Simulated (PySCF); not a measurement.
A series of related molecules.

All values: PBE0/pcSseg-1 (PySCF) at GFN2-xTB geometries, gas phase, one conformer each.

Task: Rank by the lowest Hirshfeld charge on any atom, lowest value first.
A. `COC(=O)C1=PC=PC=P1`
B. `CC(C)(C)c1pcpcp1`
C. `O=Cc1pcpcp1`

Result: A (-0.252 e), C (-0.224 e), B (-0.175 e).

Task: Rank by dipole moment, highest first.
A. `[CH3:1][CH:2]([CH3:3])[c:4]1[p:5][cH:6][p:7][cH:8][p:9]1` with C1–C2–C4–P5 -56°
B. `CC(C)(C)C1=PC=PC=P1`
C. `[O:1]=[CH:2][c:3]1[p:4][cH:5][p:6][cH:7][p:8]1` with O1–C2–C3–P4 180°
D. `c1(C)pc(pcp1)C`
E. `[CH3:1][O:2][C:3](=[O:4])[c:5]1[p:6][cH:7][p:8][cH:9][p:10]1` with C1–O2–C3–O4 -1°, O2–C3–C5–P6 -1°

Result: C (2.99 D), E (1.79 D), B (1.21 D), A (0.96 D), D (0.65 D).

Task: Rank by HOMO energy, lowest first.
A. `CC(C)C1=PC=PC=P1`
B. `COC(=O)C1=PC=PC=P1`
C. `Cc1pcpc(C)p1`

Result: B (-7.60 eV), A (-7.31 eV), C (-7.13 eV).

All values together:

```csv
SMILES,formula,μ (D),HOMO (eV),LUMO (eV),lowest IAO charge (e),highest IAO charge (e),lowest Hirshfeld charge (e),highest Hirshfeld charge (e)
Cc1pcpc(C)p1,C5H7P3,0.65,-7.13,-2.35,-0.628 (C),+0.410 (P),-0.172 (C),+0.107 (P)
CC(C)c1pcpcp1,C6H9P3,0.96,-7.31,-2.45,-0.637 (C),+0.445 (P),-0.174 (C),+0.140 (P)
O=Cc1pcpcp1,C4H3OP3,2.99,-7.53,-3.43,-0.641 (C),+0.530 (P),-0.224 (O),+0.179 (P)
CC(C)(C)c1pcpcp1,C7H11P3,1.21,-7.11,-2.41,-0.635 (C),+0.446 (P),-0.175 (C),+0.144 (P)
COC(=O)c1pcpcp1,C5H5O2P3,1.79,-7.60,-3.08,-0.645 (C),+0.521 (P),-0.252 (O),+0.181 (C)
```

Conformers: `[CH3:1][CH:2]([CH3:3])[c:4]1[p:5][cH:6][p:7][cH:8][p:9]1` with C1–C2–C4–P5 -56°; `[O:1]=[CH:2][c:3]1[p:4][cH:5][p:6][cH:7][p:8]1` with O1–C2–C3–P4 180°; `[CH3:1][O:2][C:3](=[O:4])[c:5]1[p:6][cH:7][p:8][cH:9][p:10]1` with C1–O2–C3–O4 -1°, O2–C3–C5–P6 -1°.
